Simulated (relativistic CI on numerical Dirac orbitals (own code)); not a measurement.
# Magnetism of Pr3+, 4f2, in a crystal field

Calculated by Dirac-Coulomb-Breit CI, orbitals from a KLI potential per configuration, a model potential for QED, valence Slater integrals scaled by 0.75, one configuration in a parametric crystal field (own radial code).

Field parameters in Wybourne normalisation; cubic f-shell fields have B⁴₄ = √(5/14) B⁴₀ and B⁶₄ = −√(7/2) B⁶₀. The field is a parameter set, without covalency.

S is read from ⟨S²⟩ = S(S + 1).

Powder χT (cm³ K mol⁻¹) by Van Vleck's formula, with temperature-independent terms:

| Field | 2 K | 5 K | 10 K | 20 K | 50 K | 100 K | 200 K | 300 K |
| --- | --- | --- | --- | --- | --- | --- | --- | --- |
| D3h, B20 = 100, B40 = -480, B60 = -330, B66 = 180 cm⁻¹ | 0.278 | 0.608 | 0.841 | 1.06 | 1.4 | 1.55 | 1.62 | 1.65 |
| D3h, B20 = 240, B40 = -270, B60 = 140, B66 = 210 cm⁻¹ | 0.0963 | 0.241 | 0.488 | 0.934 | 1.42 | 1.58 | 1.63 | 1.65 |
| Oh, B40 = -970, B60 = -780 cm⁻¹ | 0.0339 | 0.0846 | 0.169 | 0.346 | 0.841 | 1.23 | 1.46 | 1.53 |
| Oh, B40 = -1070, B60 = -280 cm⁻¹ | 1.02 | 1.04 | 1.07 | 1.14 | 1.28 | 1.42 | 1.55 | 1.6 |
| Oh, B40 = 1140, B60 = 540 cm⁻¹ | 0.0173 | 0.0433 | 0.0865 | 0.173 | 0.432 | 0.832 | 1.31 | 1.49 |
| Oh, B40 = 420, B60 = 260 cm⁻¹ | 0.0385 | 0.0962 | 0.192 | 0.385 | 0.92 | 1.39 | 1.58 | 1.63 |

Q: For Oh, B40 = 420, B60 = 260 cm⁻¹: what effective moment follows at 300 K?

A: μ_eff = √(8χT) = 3.61 μB. The LS value g√(J(J + 1)) of the free ion's ³H4 level is 3.58 μB. The ground level is a non-magnetic singlet, so χT starts at zero and rises through temperature-independent paramagnetism and the filling of excited levels.
